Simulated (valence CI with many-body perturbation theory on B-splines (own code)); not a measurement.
## O3+: electric-dipole lines

Method: configuration interaction combined with many-body perturbation theory (CI+MBPT): three valence electrons over a frozen Dirac-Fock core [He], a basis of 11 s, 11 p, 10 d, 8 f, 5 g, 2 h functions for each j, with the one-electron correlation potential Σ1 (screened to all orders), the two-electron term Σ2, the three-electron term Σ3, Breit, model QED; selected single and double excitations, second order for the rest, scaled by the run's own slope (own B-spline code, finite nucleus).

Set against measurement, 55 paired levels are off by 115 cm⁻¹ on average, the worst by 261. These come from a selection out of Moore, Selected Tables of Atomic Spectra, NSRDS-NBS 3, section 10. Levels without a partner in it may be off by more.

Lines 1 to 50 of 587 in falling wavelength, among levels below 72.657 eV, chosen from the strongest by gf and those to the six lowest levels. Wavelengths and rates use the calculated energies, so an error of 100 cm⁻¹ moves a line at 19220 Å by 1.9 % and its rate by three times that or more. Electric multipoles are in the length gauge, E1 and E2 with the static RPA response of the core. Weak lines are less certain than strong ones. Lines between different terms over intervals too small for the method are left out, as are lines whose strength nearly cancels. Where a level lies close to another of its J and parity, the split of strength between their lines is uncertain. The highest levels of a list are the least certain.

Names give the largest LS component (configuration and term), which can be under half, so a name can repeat, a term be missing and a line seem to break the LS rules; names also repeat where a configuration has a term twice. Letters in brackets count levels of one name in rising energy.

| λ vac (Å) | λ from measured levels | Upper | Lower | A (s⁻¹) | S (a.u.) with core polarisation | S without |
| --- | --- | --- | --- | --- | --- | --- |
| 36410 |  | 2s²4f ²F°_5/2 | 2s²4d ²D_3/2 | 2.58e+05 | 3.68e+01 | 3.68e+01 |
| 36320 |  | 2s²4f ²F°_7/2 | 2s²4d ²D_5/2 | 2.77e+05 | 5.24e+01 | 5.24e+01 |
| 33100 |  | 2s²6f ²F°_5/2 | 2s²6g ²G_7/2 | 1.56e+06 | 1.68e+02 | 1.68e+02 |
| 33090 |  | 2s²6f ²F°_7/2 | 2s²6g ²G_9/2 | 1.52e+06 | 2.18e+02 | 2.18e+02 |
| 33080 |  | 2s²6f ²F°_7/2 | 2s²6g ²G_7/2 | 4.35e+04 | 6.21e+00 | 6.21e+00 |
| 32810 |  | 2s²6d ²D_3/2 | 2s2p3d ²F°_5/2 [b] | 1.85e+06 | 1.29e+02 | 1.29e+02 |
| 32790 |  | 2s²6d ²D_5/2 | 2s2p3d ²F°_7/2 [b] | 1.77e+06 | 1.84e+02 | 1.84e+02 |
| 32780 |  | 2s²6d ²D_5/2 | 2s2p3d ²F°_5/2 [b] | 8.84e+04 | 9.22e+00 | 9.22e+00 |
| 25470 |  | 2s²6d ²D_3/2 | 2s²6p ²P°_3/2 | 8.79e+05 | 2.87e+01 | 2.87e+01 |
| 25450 |  | 2s²6d ²D_5/2 | 2s²6p ²P°_3/2 | 5.27e+06 | 2.57e+02 | 2.57e+02 |
| 24970 |  | 2s²6d ²D_3/2 | 2s²6p ²P°_1/2 | 4.45e+06 | 1.37e+02 | 1.37e+02 |
| 23870 |  | 2s²6f ²F°_5/2 | 2s²6d ²D_5/2 | 3.97e+05 | 1.60e+01 | 1.60e+01 |
| 23860 |  | 2s²6f ²F°_7/2 | 2s²6d ²D_5/2 | 5.95e+06 | 3.19e+02 | 3.19e+02 |
| 23860 |  | 2s²6f ²F°_5/2 | 2s²6d ²D_3/2 | 5.56e+06 | 2.24e+02 | 2.24e+02 |
| 23710 |  | 2s²6g ²G_7/2 | 2s2p3d ²F°_7/2 [b] | 1.44e+05 | 7.56e+00 | 7.56e+00 |
| 23710 |  | 2s²6g ²G_9/2 | 2s2p3d ²F°_7/2 [b] | 4.02e+06 | 2.64e+02 | 2.64e+02 |
| 23710 |  | 2s²6g ²G_7/2 | 2s2p3d ²F°_5/2 [b] | 3.88e+06 | 2.04e+02 | 2.04e+02 |
| 20290 |  | 2s2p4p ²P_3/2 | 2s²6p ²P°_3/2 | 2.82e+05 | 4.65e+00 | 4.65e+00 |
| 19770 |  | 2s2p4s ²P°_1/2 | 2s²6s ²S_1/2 | 2.81e+06 | 2.14e+01 | 2.14e+01 |
| 19220 | 19190 | 2s²5d ²D_3/2 | 2s²5p ²P°_3/2 | 1.27e+06 | 1.78e+01 | 1.78e+01 |
| 19210 | 19180 | 2s²5d ²D_5/2 | 2s²5p ²P°_3/2 | 7.62e+06 | 1.60e+02 | 1.60e+02 |
| 19160 | 19130 | 2s²5d ²D_3/2 | 2s²5p ²P°_1/2 | 6.40e+06 | 8.88e+01 | 8.88e+01 |
| 18950 |  | 2s2p4s ²P°_3/2 | 2s²6s ²S_1/2 | 2.83e+06 | 3.79e+01 | 3.79e+01 |
| 14320 | 13990 | 2s²4p ²P°_3/2 | 2s2p3p ²S_1/2 [a] | 6.81e+05 | 3.95e+00 | 3.95e+00 |
| 13490 | 13450 | 2s²5p ²P°_1/2 | 2s²5s ²S_1/2 | 1.52e+07 | 3.69e+01 | 3.69e+01 |
| 13460 | 13420 | 2s²5p ²P°_3/2 | 2s²5s ²S_1/2 | 1.53e+07 | 7.37e+01 | 7.37e+01 |
| 12840 |  | 2s2p3d ²P°_1/2 [b] | 2s²6d ²D_3/2 | 6.12e+06 | 1.28e+01 | 1.28e+01 |
| 12810 |  | 2s2p3d ²P°_3/2 [b] | 2s²6d ²D_5/2 | 5.52e+06 | 2.29e+01 | 2.29e+01 |
| 12810 |  | 2s2p3d ²P°_3/2 [b] | 2s²6d ²D_3/2 | 6.15e+05 | 2.55e+00 | 2.55e+00 |
| 12460 | 13080 | 2s2p3p ²S_1/2 [b] | 2s²5p ²P°_3/2 | 6.39e+06 | 1.22e+01 | 1.22e+01 |
| 12430 | 13050 | 2s2p3p ²S_1/2 [b] | 2s²5p ²P°_1/2 | 3.22e+06 | 6.10e+00 | 6.10e+00 |
| 10060 |  | 2s²7s ²S_1/2 | 2s2p4s ²P°_3/2 | 1.48e+07 | 1.49e+01 | 1.49e+01 |
| 10010 |  | 2s2p4p ⁴P_1/2 | 2s2p4s ²P°_3/2 | 5.97e+06 | 5.91e+00 | 5.91e+00 |
| 9847 |  | 2s²7s ²S_1/2 | 2s2p4s ²P°_1/2 | 8.27e+06 | 7.79e+00 | 7.79e+00 |
| 9798 |  | 2s2p4p ⁴P_1/2 | 2s2p4s ²P°_1/2 | 3.17e+06 | 2.94e+00 | 2.94e+00 |
| 9457 | 9495 | 2s²4d ²D_3/2 | 2s²4p ²P°_3/2 | 3.71e+06 | 6.20e+00 | 6.20e+00 |
| 9452 | 9491 | 2s²4d ²D_5/2 | 2s²4p ²P°_3/2 | 2.23e+07 | 5.58e+01 | 5.58e+01 |
| 9431 |  | 2s2p4p ²D_3/2 | 2s2p4s ²P°_3/2 | 1.79e+06 | 2.96e+00 | 2.96e+00 |
| 9419 | 9456 | 2s²4d ²D_3/2 | 2s²4p ²P°_1/2 | 1.88e+07 | 3.10e+01 | 3.10e+01 |
| 9239 |  | 2s2p4p ²D_3/2 | 2s2p4s ²P°_1/2 | 8.45e+06 | 1.32e+01 | 1.32e+01 |
| 9231 |  | 2s2p4p ²D_5/2 | 2s2p4s ²P°_3/2 | 1.07e+07 | 2.48e+01 | 2.48e+01 |
| 8909 |  | 2s2p4p ⁴D_5/2 | 2s2p4s ⁴P°_5/2 | 5.88e+06 | 1.23e+01 | 1.23e+01 |
| 8870 |  | 2s2p4p ⁴D_1/2 | 2s2p4s ⁴P°_3/2 | 3.42e+06 | 2.35e+00 | 2.35e+00 |
| 8812 |  | 2s2p4p ⁴D_3/2 | 2s2p4s ⁴P°_3/2 | 1.16e+07 | 1.56e+01 | 1.56e+01 |
| 8764 |  | 2s2p4p ⁴D_1/2 | 2s2p4s ⁴P°_1/2 | 1.91e+07 | 1.27e+01 | 1.27e+01 |
| 8758 |  | 2s2p4p ⁴D_7/2 | 2s2p4s ⁴P°_5/2 | 2.27e+07 | 6.02e+01 | 6.02e+01 |
| 8713 |  | 2s2p4p ⁴D_5/2 | 2s2p4s ⁴P°_3/2 | 1.68e+07 | 3.28e+01 | 3.28e+01 |
| 8707 |  | 2s2p4p ⁴D_3/2 | 2s2p4s ⁴P°_1/2 | 1.01e+07 | 1.32e+01 | 1.32e+01 |
| 7437 |  | 2s²7s ²S_1/2 | 2s²6p ²P°_3/2 | 2.36e+07 | 9.58e+00 | 9.58e+00 |
| 7419 |  | 2s2p4p ⁴S_3/2 | 2s2p4s ⁴P°_5/2 | 1.21e+07 | 9.72e+00 | 9.72e+00 |
